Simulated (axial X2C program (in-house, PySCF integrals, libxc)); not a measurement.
**SnO⁺: from the spin-free to the two-component result**

Calculated with an axial X2C code built on PySCF integrals. Spin-free means the one-electron spin-free X2C Hamiltonian; two-component (2c) means X2C with spin–orbit coupling and atomic mean-field two-electron Coulomb and Gaunt terms, so the difference of the two also holds small scalar two-electron terms. Basis: Sn dyall-cv3z [11s12p9d4f1g], O dyall-av3z [7s6p3d2f] (cores contracted in-house); Gaussian nuclei, density fitting, unrestricted open shells. Masses: Sn 119.902 u, O 15.995 u.

Spin-free state: M_S = 1/2, Λ = 1 (beyond evenly filled blocks: π+α, π+β, π-α); fragments Sn+ + O.

```tsv
level	Re (Å)	ωe (cm⁻¹)	De (eV)	μ (D)
PBE0	1.974	643.7	3.095	-2.50
PBE50	1.949	680.1	2.774	-2.60
```

Dipoles are positive if O is the positive end and refer to the centre of mass.

Question: Within this multiplet, which Ω should lie lowest by the rule for regular and inverted multiplets?

Answer: The open π shell holds three electrons, one hole, so the multiplet is inverted: Ω = Λ + 1/2 = 3/2. The PBE0 2c search agrees, though Ω = 1/2 of the search lies only 0.06 eV higher.

Two-component determinant lowest at the distance of the search:

Ω = 3/2 (⟨Sz⟩ = 0.50, ⟨Lz⟩ = 1.00 at PBE0); fragments Sn+ + O.

| level | Re (Å) | ωe (cm⁻¹) | μ (D) |
| --- | --- | --- | --- |
| PBE0 | 1.974 | 642.1 | -2.46 |
| PBE50 | 1.948 | 679.6 | -2.56 |

Question: From the two tables, how do the constants change at the PBE0 level (2c against spin-free)?

Answer: At the PBE0 level Re is unchanged within 0.001 Å and ωe goes down by 1.6 cm⁻¹.

The state is a single determinant with fixed occupations, the lowest that a limited PBE0 search found. Dissociation energies refer to the lowest single-determinant-based atoms at the same level and basis. De is not given where an atomic determinant may have missed its ground term or J level, or where the truncated virtual space spoils (T). Density functionals use the spin component along the axis (collinear). PBE0 can misorder states that lie within some tenths of an eV, so this need not be the ground state of the molecule. The nearest other spin-free determinant of the search, M_S = 1/2, Λ = 0, lies 0.38 eV up at the distance of the search. The functionals have no current-density term, which raises determinants with orbital currents, atoms included.
